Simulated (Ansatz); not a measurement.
This geometry of C2H6Zn + H2S (12 atoms, charge 0, multiplicity 1) is a first-order saddle point.

Method: Ansatz 0.2.0, RKS PBE/def2-SVP.

```xyz
12
Properties=species:S:1:pos:R:3
Zn -0.080 -1.135 -0.056
H -0.321 -2.820 0.314
C 1.094 0.317 -0.659
C 0.606 1.706 -0.234
H -1.324 -2.410 0.496
S -2.521 -1.228 0.623
H 1.150 0.237 -1.767
H 2.122 0.116 -0.288
H -0.433 1.905 -0.569
H 1.244 2.516 -0.652
H 0.614 1.831 0.869
H -2.152 -1.033 1.922
```

(1) Which two structures does it join? (They come from a converged band through this point; their orientation in space is the band's.)

(2) How far does it lie above each of them?

Results:

(1) Bonds broken: Zn1–H2, H5–S6. Bonds formed: Zn1–S6, H2–H5. C2H6Zn + H2S becomes C2H6SZn + H2.

Initial state:

```xyz
12
Properties=species:S:1:pos:R:3
Zn 0.527 -1.514 -0.236
H 0.400 -3.029 0.142
C 1.096 0.285 -0.804
C 0.425 1.484 -0.123
H -2.198 -2.139 1.236
S -2.244 -0.970 0.539
H 0.944 0.344 -1.907
H 2.200 0.339 -0.665
H -0.676 1.490 -0.281
H 0.800 2.461 -0.504
H 0.590 1.493 0.977
H -1.864 -0.243 1.626
```

Final state:

```xyz
12
Properties=species:S:1:pos:R:3
Zn -0.821 -0.650 -0.786
H 0.036 -2.375 2.376
C 0.675 0.568 -1.103
C 0.952 1.572 0.025
H -0.467 -2.378 1.789
S -2.487 -2.061 -0.447
H 0.476 1.098 -2.060
H 1.571 -0.066 -1.290
H 0.089 2.247 0.209
H 1.822 2.224 -0.209
H 1.179 1.070 0.989
H -3.027 -1.248 0.507
```

(2) 10.6 kcal/mol above the first and 25.7 kcal/mol above the second. This is the barrier of this one path; another mechanism may lie lower. The orbitals stay closed-shell, which can raise the energy where a bond breaks towards radicals; this wasn't checked here.

Time of the run: 6.2 min on 2 threads of Intel(R) Xeon(R) Platinum 8559C (Emerald Rapids), on a shared host, peak memory 0.19 GiB.
